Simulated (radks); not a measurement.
Values are calculated unless marked as measured or tabulated.
Se20+, 14 electrons, occupied as [Ne] 3s2 3p2.

Level of theory: Dirac Kohn-Sham, LDA (Slater exchange, Perdew-Wang correlation), spin-unpolarised, spherical densities, finite nucleus; open shells are shared between the two j in proportion to 2j + 1; Fermi nuclear charge, rms radius 4.14 fm (a radial shooting solver on a logarithmic mesh with Libxc functionals).

Energy parts (hartree):
| part | energy |
|---|---|
| total | -2191.33472 |
| kinetic | 2249.17459 |
| electron-nucleus | -4820.74156 |
| Hartree | 438.80384 |
| exchange-correlation | -58.57159 |

Orbitals (lengths in bohr, moments of r in powers of bohr; <r^-3> diverges for s and p1/2):
orbital	occ.	eigenvalue (hartree)	<r^-3>	<r^4>	small-component weight
1s1/2	2	-489.3739	-	0.00001769	1.51e-02
2s1/2	2	-88.68350	-	0.003329	3.04e-03
2p1/2	2	-82.93817	-	0.002270	3.03e-03
2p3/2	4	-81.37081	1202	0.002435	2.96e-03
3s1/2	2	-32.12758	-	0.1085	1.04e-03
3p1/2	0.666667	-30.20533	-	0.1023	1.01e-03
3p3/2	1.33333	-29.85846	268.4	0.1070	9.91e-04

The highest occupied level is 3p3/2 at -812.49 eV. For comparison, the ionisation energy in NIST's Atomic Spectra Database is 846 eV (semi-empirical). In exact Kohn-Sham theory the highest level is minus the ionisation energy, but local and semilocal functionals leave it too shallow, through self-interaction and a potential that decays too fast; potentials with the right tail come closer.

Beside tabulated values, note that spin-unpolarised runs miss the spin-polarisation part of the exchange energy of open shells.
